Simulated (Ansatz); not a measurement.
One change: `FB[SiH3]` becomes `FBBr`.

Ansatz, PBE0-D4/def2-TZVP geometries, multiplicity 1. 

Scalar relativity is left out up to krypton. Spin–orbit coupling is left out; it splits and shifts lone-pair levels of the heavy atoms by tenths of an eV.

| property | `FB[SiH3]` |
| --- | --- |
| size of the dipole moment (ωB97M-V/def2-TZVPP) / D | 0.49 |
| HOMO–LUMO gap (PBE/def2-TZVPP) / eV | 4.12 |
| LUMO energy (PBE0/def2-TZVPP) / eV | -1.75 |
| HOMO–LUMO gap (PBE0/def2-TZVPP) / eV | 6.44 |
| HOMO energy (PBE/def2-TZVPP) / eV | -6.87 |
| LUMO energy (PBE/def2-TZVPP) / eV | -2.74 |

Task: Give the same properties after the change, and the shifts. (Best estimate.)

Result: The calculation gave: 
```json
{"property": "size of the dipole moment (ωB97M-V/def2-TZVPP) / D", "`FBBr`": "0.71", "shift": "0.22"}
{"property": "HOMO–LUMO gap (PBE/def2-TZVPP) / eV", "`FBBr`": "5.20", "shift": "1.08"}
{"property": "LUMO energy (PBE0/def2-TZVPP) / eV", "`FBBr`": "-1.27", "shift": "0.48"}
{"property": "HOMO–LUMO gap (PBE0/def2-TZVPP) / eV", "`FBBr`": "7.50", "shift": "1.06"}
{"property": "HOMO energy (PBE/def2-TZVPP) / eV", "`FBBr`": "-7.46", "shift": "-0.59"}
{"property": "LUMO energy (PBE/def2-TZVPP) / eV", "`FBBr`": "-2.26", "shift": "0.48"}
```

With PBE0 the HOMO falls by 0.59 eV and the LUMO rises by 0.48 eV, so the gap widens by about 1.07 eV. PBE moves the HOMO by -0.59 eV and ωB97M-V by -0.65 eV. The zero-point energy changes by -60.8 kJ/mol with -9 modes. Dipoles are sizes alone; their direction can turn.
